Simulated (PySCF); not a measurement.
Meta-cyanophenol, C₇H₅NO.
Atom-mapped SMILES: `[N:1]#[C:2][c:3]1[cH:4][cH:5][cH:6][c:7]([OH:8])[cH:9]1` (hydrogens: H10 on C4; H11 on C5; H12 on C6; H13 on O8; H14 on C9)

Computed at PBE0/pcSseg-2 (PySCF, non-relativistic), with Q(14N) = 0.02044 b, Q(17O) = −0.0256 b: N1, 14N (I = 1): χzz = -4.716 MHz, η = 0.079; O8, 17O (I = 5/2): χzz = -10.18 MHz, η = 0.816.

Q: Find the zero-field quadrupole resonance frequencies of 14N at N1.

A: From ν± = (3/4)|χ|(1 ± η/3) and ν0 = |χ|η/2: ν+ 3.630 MHz, ν− 3.444 MHz, ν0 0.186 MHz (nitrile nitrogen).

Q: Find the zero-field quadrupole resonance frequencies of 17O at O8.

A: From the eigenvalues of H = χ/[4I(2I − 1)] × [3Iz² − I(I + 1) + η(Ix² − Iy²)], steps between neighbouring levels, labelled as for η = 0: ±1/2↔±3/2 2.377 MHz, ±3/2↔±5/2 2.775 MHz (phenol-type oxygen).

In a crystal, neighbours and librations shift these lines. One conformer (not necessarily the lowest) at the PBE0-D3(BJ)/def2-TZVP geometry, without solvent, vibrations or thermal averaging.

Shape of the structure used: `[N:1]#[C:2][c:3]1[cH:4][cH:5][cH:6][c:7]([OH:8])[cH:9]1`: H–O8–C7–C6 180°.
